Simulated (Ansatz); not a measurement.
Species: sum formula SiNH$_{2}$Br$_{3}$, charge 0, multiplicity 1. 
Coordinates optimised at B3LYP-D3(BJ)/def2-TZVP (Ansatz, a quantum-chemistry and plane-wave program):
```xyz
7

Si     0.4875     0.0510    -0.1132
Br     0.1283    -0.5338     2.0094
Br    -0.3743    -1.5419    -1.3891
Br    -0.5237     1.9948    -0.4400
N      2.1117     0.2340    -0.5397
H      2.6984    -0.5716    -0.6911
H      2.6299     1.0507    -0.2557
```

Basis-set convergence of Hartree-Fock and MP2 correlation energies (hartree) with Ansatz. Valence correlation only, unless marked. Spin-orbit coupling is left out. The frozen core is the preceding noble-gas configuration, with the filled d and f shells of earlier blocks. No relativistic terms.

| basis | functions | E(HF) | E(corr, MP2) |
|---|---|---|---|
| def2-SVP | 138 | -8060.89767 | -0.61692 |
| def2-TZVPP | 245 | -8062.02349 | -0.80885 |
| def2-QZVPP | 454 | -8062.18329 | -0.88845 |

Extrapolating the two largest sets (X = 3 and 4) as X^-3: E(corr) = (64·(-0.88845) - 27·(-0.80885))/37 = -0.9465 Eh, an estimate of the basis-set limit. The largest set recovers 93.9 % of it, the smallest 65.2 %.
